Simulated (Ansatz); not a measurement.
`C[SiH2]B1N[SiH2]1` and `FCB1N[SiH2]1` differ in one atom or group.

Ansatz, PBE0-D4/def2-TZVP geometries, multiplicity 1. Each molecule was computed in one conformer, which needn't be the lowest.

```csv
property,`C[SiH2]B1N[SiH2]1`
HOMO–LUMO gap (PBE0/def2-TZVPP) / eV,5.93
HOMO energy (PBE0/def2-TZVPP) / eV,-6.70
HOMO–LUMO gap (ωB97M-V/def2-TZVPP) / eV,9.93
size of the dipole moment (ωB97M-V/def2-TZVPP) / D,1.82
HOMO–LUMO gap (B3LYP/def2-TZVPP) / eV,5.58
HOMO energy (ωB97M-V/def2-TZVPP) / eV,-8.72
```

(1) What does the change do to each property? (Best estimate.)

Results:

(1) The calculation gave: 
| property | `FCB1N[SiH2]1` | shift |
| --- | --- | --- |
| HOMO–LUMO gap (PBE0/def2-TZVPP) / eV | 6.89 | 0.96 |
| HOMO energy (PBE0/def2-TZVPP) / eV | -7.17 | -0.47 |
| HOMO–LUMO gap (ωB97M-V/def2-TZVPP) / eV | 10.62 | 0.69 |
| size of the dipole moment (ωB97M-V/def2-TZVPP) / D | 2.85 | 1.03 |
| HOMO–LUMO gap (B3LYP/def2-TZVPP) / eV | 6.47 | 0.89 |
| HOMO energy (ωB97M-V/def2-TZVPP) / eV | -9.26 | -0.54 |

With PBE0 the HOMO falls by 0.47 eV and the LUMO rises by 0.49 eV, so the gap widens by about 0.96 eV. PBE moves the HOMO by -0.40 eV and ωB97M-V by -0.54 eV. Dipoles are sizes alone; their direction can turn.

B3LYP here is the variant with VWN-RPA as its local correlation; programs differ in this.
